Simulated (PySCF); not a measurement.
Frontier levels across methods

Compound: C6H4N2.
Bonds: N1–C2 (triple), C2–C3, C3–C4 (aromatic), C4–C5 (aromatic), C5–C6 (aromatic), C6–C7 (aromatic), C7–N8 (aromatic), C3–N8 (aromatic). Hydrogens: H9 on C4; H10 on C5; H11 on C6; H12 on C7.

Basis pcSseg-1 throughout (PySCF), one geometry. Isolated species at its PBE0-D3(BJ)/def2-SVP geometry, gas phase.

How do the orbital energies, the gap and the dipole change with the method?

```tsv
method	kind	HOMO (eV)	LUMO (eV)	gap (eV)	μ (D)	SCF cycles
BLYP	GGA	-6.54	-2.70	3.85	5.61	17
OPBE	GGA	-6.66	-2.80	3.86	5.56	16
PBE	GGA	-6.67	-2.88	3.79	5.61	16
KT2	GGA	-6.91	-2.84	4.07	5.60	16
PBE0	global hybrid	-8.23	-2.03	6.21	5.83	14
BHandHLYP	global hybrid	-9.03	-0.99	8.04	6.00	14
CAM-B3LYP	range-separated hybrid	-9.41	-0.92	8.49	5.86	13
wB97X-D	range-separated hybrid	-9.99	-0.33	9.66	5.90	14
HF	Hartree–Fock	-10.15	1.58	11.72	6.24	13
```

The HOMO spans 3.60 eV, from BLYP down to HF, and the gap runs from 3.79 eV (PBE) to 11.72 eV (HF). Over the methods BLYP (0 %), OPBE (0 %), PBE (0 %), KT2 (0 %), PBE0 (25 %), BHandHLYP (50 %), HF (100 %), a straight line through the gap against the share of exact exchange rises by 0.79 eV for each 10 % (correlation coefficient 0.998). The dipole ranges from 5.56 D (OPBE) to 6.24 D (HF). This basis has no diffuse functions.

The vertical ΔSCF ionisation energy at wB97X-D/def2-SVPD is 10.15 eV; −ε(HOMO) comes closest to it with HF (10.15 eV).
